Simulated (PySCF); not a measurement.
# Computed properties of C8H16O2, SMILES CC(OC(=O)C(C)C)(C)C

tert-butyl 2-methylpropanoate (C8H16O2), SMILES O(C(C)(C)C)C(C(C)C)=O. Geometry: B3LYP-D3(BJ)/def2-SVP. The values are those of a single conformer. All values are computed for the isolated molecule unless a solvent is named; none is compared with measurement here.

**Structure.** The optimised structure has Cs symmetry. All 72 harmonic modes at B3LYP-D3(BJ)/def2-SVP (PySCF) are real, so it is a minimum. With heavy atoms numbered as in [CH3:1][CH:2]([CH3:3])[C:4](=[O:5])[O:6][C:7]([CH3:8])([CH3:9])[CH3:10], the shortest bond between them is C4–O5 at 1.209 Å and the longest C2–C3 at 1.534 Å.

**Vibrations.** The strongest infrared lines (harmonic, unscaled, degenerate partners summed) lie at 1825 cm⁻¹ (228 km/mol, C 64 %, O 35 %), 1313 cm⁻¹ (222 km/mol, C 67 %, H 19 %, O 14 %), 1094 cm⁻¹ (170 km/mol, H 50 %, C 26 %, O 24 %). The softest mode is at 26 cm⁻¹ and the zero-point energy is 144.2 kcal/mol.

**Electronic structure.** r2SCAN/def2-SVP (PySCF) places the frontier levels at -6.09 and -0.32 eV, a gap of 5.77 eV, and gives a dipole moment of 1.93 D and a mean polarisability of 93.9 bohr³. PBE/def2-SVP (PySCF) at the same geometry gives -5.71 and -0.53 eV, so its gap is 0.59 eV narrower. An orbital gap is neither the optical nor the fundamental gap.

**Excitations.** TDA-CAM-B3LYP/def2-SVP (PySCF) has S1 at 5.75 eV (216 nm, f = 0.003, weak); the most intense of the 6 singlets computed lies at 8.63 eV (f = 0.13). T1 (TDA) is at 5.19 eV, 0.56 eV under S1. TDA-PBE/def2-SVP (PySCF) puts S1 at 5.41 eV. No vertical singlet excitation falls in the visible range (under 3.1 eV).

**NMR.** GIAO shifts at HF/pcSseg-1 (PySCF) (non-relativistic, atoms alike by connectivity averaged): ¹³C from 21.4 to 186.7 ppm against TMS; ¹H from 1.5 to 2.3 ppm against TMS.

**Solvation.** SMD-ωB97X/6-31G* (PySCF) gives -1.3 kcal/mol in water, -5.3 kcal/mol in 1-octanol, -6.3 kcal/mol in 2-propanol (1 M in both phases, gas-phase geometry); of these solvents 2-propanol holds the molecule best.
